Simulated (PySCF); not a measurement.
Ta(Cl)5, SMILES [Cl][Ta]([Cl])([Cl])([Cl])[Cl], PBE0/def2-SVP optimised geometry. Atoms within 1.6 Å of the plane z = 0.0 Å (x, y, z in Å): Ta1 (0.00, -1.14, 0.00), Cl2 (-2.33, -1.14, 0.00), Cl3 (2.33, -1.14, 0.00), Cl4 (0.00, 1.14, 0.00).

Method: PBE0/def2-TZVP, def2 effective core potentials past Kr run with PySCF 2.14.0. The core electrons that the potentials of Ta replace are not part of the density. Cells within 0.4 Å of a nucleus heavier than hydrogen are left out (blank, or x).

Map of the Laplacian of the electron density (e/bohr⁵), clipped to [-1.50, 1.50] on the plane z = 0.0 Å:

```
|555555555555555555555555555|
|555555555555555555555555555|
|555555555555555555555555555|
|555555555555555555555555555|
|555555555555555555555555555|
|555555555555555555555555555|
|555555555555555555555555555|
|555555555555555555555555555|
|555555555555333555555555555|
|5555555555539x9355555555555|
|555555555553xxx355555555555|
|555555555554494455555555555|
|555555555555444555555555555|
|555555555555555555555555555|
|555555445556787655544555555|
|555552993558000855399255555|
|555549xx3566xxx6653xx945555|
|555549xx25670x07652xx945555|
|555553334557505755433355555|
|555555555555676555555555555|
|555555555555555555555555555|
|555555555555555555555555555|
|555555555555555555555555555|
|555555555555555555555555555|
|555555555555555555555555555|
|555555555555555555555555555|
|555555555555555555555555555|
```
Scale: ten equal steps from -1.50 (start of '0') to 1.50 (end of '9'), in the order '0123456789'; x runs from -4.50 to 4.50, y from -4.50 (bottom) to 4.50 (top).
